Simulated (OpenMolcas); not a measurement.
# Mo⁺: effect of the IPEA shift

```json
{
  "Program": "OpenMolcas",
  "Basis": "ANO-RCC-VTZP [7s6p4d2f1g]",
  "Scalar Hamiltonian": "DKH2, point nucleus",
  "Active space": "5 electrons in 11 orbitals (4d 5s 5d)",
  "State averaging": "2S+1 = 6 even, 6 roots; 2S+1 = 4 even, 17 roots kept (CI in the orbitals of an earlier block)",
  "Spin-orbit coupling": "RASSI with atomic mean-field integrals over the reference wave functions, term energies averaged over their components"
}
```

Methods on the same reference wave functions:
A. CASSCF
B. SS-CASPT2, IPEA 0 Eh, imaginary shift 0.1 Eh (closed shells correlated: 4s 4p)
C. SS-CASPT2, IPEA 0.25 Eh, imaginary shift 0.1 Eh (closed shells correlated: 4s 4p)

Energies in eV above 4d5 6S 5/2, the measured ground level; measured values from NIST Handbook of Basic Atomic Spectroscopic Data.

```
            Level       A       B       C  Measured
       4d5 6S 5/2  0.0000  0.0000  0.0000    0.0000
    4d4 5s 6D 1/2  1.5207   1.517   1.504    1.4610
    4d4 5s 6D 3/2  1.5471   1.544   1.531    1.4920
    4d4 5s 6D 5/2  1.5908   1.589   1.575    1.5395
    4d4 5s 6D 7/2  1.6510   1.650   1.636    1.5994
    4d4 5s 6D 9/2  1.7271   1.726   1.712    1.6689
       4d5 4G 5/2  2.4073   2.071   2.098    1.8845
       4d5 4G 7/2  2.4122   2.076   2.103    1.9007
       4d5 4G 9/2  2.4184   2.082   2.109    1.9128
      4d5 4G 11/2  2.4259   2.090   2.117    1.9152
4d5 4D 3/2 [56 %]  2.4520   2.076   2.126          
4d5 4D 1/2 [60 %]  2.4697   2.094   2.144          
4d5 4D 5/2 [58 %]  2.4747   2.099   2.149          
4d5 4P 1/2 [60 %]  2.5652   2.189   2.239          
       4d5 4D 7/2  2.5991   2.222   2.273          
4d5 4P 3/2 [55 %]  2.6204   2.244   2.293          
4d5 4P 5/2 [57 %]  2.6684   2.293   2.342
```

Deviations, from unrounded energies. A percentage is the sum of absolute deviations over the sum of measured energies, with the sign that they share, or ± where signs differ.

| Against measurement | Levels | A | B | C |
| --- | --- | --- | --- | --- |
| mean absolute deviation (cm-1) | 9 | 2100 | 870 | 910 |
| other terms of the ground configuration (%) | 4 | +26.9 | +9.3 | +10.7 |
| other configurations (%) | 5 | +3.6 | +3.4 | +2.5 |

B, C lie about equally close to measurement and A furthest from it. The largest miss of B in the table is 4d5 4G 5/2, by +1500 cm-1. The ranking rests on the paired levels alone, and a cruder setting can come out closer through cancelling errors.

Between B and C the level of the table that moves most is 4d5 4D 7/2, by 410 cm-1 (lowest in B, highest in C). Moves below CASPT2's spread within the term are not significant.

The mean deviations of B to C differ by less than CASPT2's widest spread within a term (110 cm-1), so their order carries little weight.

From A to B the spin-free energies of the other terms of 4d5 shown, above 6S, scale by factors of 0.85 to 0.86, as is usual when dynamic correlation screens the repulsion within a d or f shell.

The lowest spin-free term lies below A's lowest term by 0.363 hartree in B, 0.352 hartree in C.

Term energies are means over components that CASPT2 splits; among the terms shown or strongly mixed into the levels shown the widest spread is 110 cm-1 (4d4 5s 6D, C). Terms from blocks run as CI alone lack orbitals of their own. Active for correlation alone: 5d; no level in the range computed is led by a configuration that fills it, so any true level of that kind is missing. Without dynamic correlation excited terms often stand tens of per cent too high (terms of higher spin than the ground term too low), and those without a measured partner can miss by more than the paired ones (holds for A). Computed and measured levels are paired by configuration, term and J; levels that our copy of the source lacks, or whose pairing is in doubt (as where it misses far off the trend of its configuration), stay unpaired and out of the deviations. Only configurations of the active space appear.

A share in square brackets marks a mixed level and gives the weight of the term that names it, the lowest over the columns.
